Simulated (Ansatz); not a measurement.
Geometry optimisation, RKS B3LYP-D4/6-31G* (Ansatz 0.2.0).

The input (input.yaml):

```yaml
crystal:
  periodic: [false, false, false]
  atoms:
    - { symbol: C, position_ang: [-1.1808, 0.0598, -1.3935] }
    - { symbol: "N", position_ang: [0.0755, 0.6054, -1.0254] }
    - { symbol: C, position_ang: [0.6581, 0.1439, 0.1814] }
    - { symbol: "N", position_ang: [1.3145, -1.1322, -0.1484] }
    - { symbol: O, position_ang: [1.8248, 0.9536, 0.3609] }
    - { symbol: Si, position_ang: [-0.4281, 0.0688, 1.7652] }
    - { symbol: H, position_ang: [-1.237, -0.9863, -1.4338] }
    - { symbol: H, position_ang: [-1.986, 0.4901, -0.7573] }
    - { symbol: H, position_ang: [-1.4579, 0.4751, -2.3733] }
    - { symbol: H, position_ang: [0.0603, 1.6274, -0.9456] }
    - { symbol: H, position_ang: [2.24942, -0.89831, -0.20407] }
    - { symbol: H, position_ang: [1.2731, -1.65016, 0.77268] }
    - { symbol: H, position_ang: [2.4628, 0.3369, 0.5828] }
    - { symbol: H, position_ang: [-1.1122, 1.3775, 2.0419] }
    - { symbol: H, position_ang: [0.3497, -0.3612, 2.9778] }
    - { symbol: H, position_ang: [-1.5039, -0.9198, 1.5757] }
basis:
  gaussian: { orbitals: "6-31G*" }
hamiltonian:
  xc: b3lyp
  dispersion: d4
relax:
  f_tol: 0.015
  max_steps: 40
```

Command:

```bash
$ ansatz run input.yaml --threads 2 --pin off --max-ram 3072MiB --backend cpu --events-out ev --progress --plain --runs-dir out
```

**Question.** Where does it end, and by what steps?

**Answer.** The run converged. After 15 steps the energy has fallen by 1.407 eV; H11 moved furthest, 0.88 Å.

```tsv
step	energy less start (eV)	largest force component (eV/Å)	accepted
0	0.0000	3.928	yes
1	-1.0083	1.087	yes
2	-1.2007	1.136	yes
3	-1.3092	1.064	yes
4	-1.3817	0.267	yes
5	-1.3657	0.493	no
6	-1.3945	0.064	yes
7	-1.3984	0.089	yes
8	-1.4012	0.190	yes
9	-1.4031	0.275	yes
10	-1.4054	0.095	yes
11	-1.4039	0.365	no
12	-1.4067	0.044	yes
13	-1.4073	0.022	yes
14	-1.4073	0.029	no
15	-1.4074	0.006	yes
```

```xyz
16
Properties=species:S:1:pos:R:3
C -1.152 0.071 -1.430
N 0.127 0.637 -1.015
C 0.708 0.091 0.199
N 1.138 -1.252 -0.100
O 1.787 1.021 0.469
Si -0.430 0.102 1.772
H -1.042 -1.011 -1.529
H -1.991 0.266 -0.740
H -1.417 0.483 -2.409
H 0.071 1.647 -0.914
H 1.794 -1.217 -0.881
H 1.591 -1.696 0.695
H 2.289 0.672 1.221
H -0.934 1.485 1.978
H 0.410 -0.275 2.949
H -1.585 -0.833 1.713
```

Time of the run: 57 s on 2 threads of Intel(R) Xeon(R) Platinum 8488C (Sapphire Rapids) (shared host), peak memory 0.31 GiB.
